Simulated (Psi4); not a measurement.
Cl$_{2}$Se, charge +1, doublet (typed; the unrestricted solution is spin-contaminated), geometry from GFN2-xTB (a state made from the parent by changing its charge; the spin is typed, not shown lowest), with bond 2-1 at 2.0 times its length. Base run: BLYP/6-31G** (Psi4).

Geometry (Å):
```xyz
3

Se     0.0013     0.0011     0.6460
Cl     2.0901     2.5282    -1.9465
Cl    -1.0482    -1.2670    -0.6417
```
Charge +1, spin multiplicity 2.
Orbitals are unrestricted.
All else is at Psi4's defaults (density fitting, Cartesian functions).
Base energy -3321.25139 Eh.

Each row names what was changed in the base input (with any setting that the change needs).

```
change                           ΔE vs base (µEh)  SCF cycles  grid points  basis functions        outcome
-------------------------------  ----------------  ----------  -----------  ---------------  -------------
base                                          0.0          46        62815               73      converged
diis_max_vecs = 3                               -           -            -               73  not converged
diis_max_vecs = 15                            0.0          65        62815               73      converged
scf_initial_accelerator = ediis              -127          17        62815               73      converged
scf_type = pk                                54.4          52        62815               73      converged
scf_type = dfdirj+cosx                        8.8          47        62815               73      converged
guess = modhuckel                            -127          45        62815               73      converged
guess = gwh                                   0.0          36        62815               73      converged
dft_pruning_scheme = treutler               -18.4          44        33797               73      converged
guess = sadno                                 0.0          43        62815               73      converged
df_basis_scf = cc-pvqz-jkfit                 29.0          47        62815               73      converged
dft_pruning_scheme = robust                  -0.1          45        42509               73      converged
dft_spherical_points = 110                   6662          41        23118               73      converged
```

Open shells are given as the SCF converged; they aren't shown to be the lowest states, and a large step between rows can be another state.
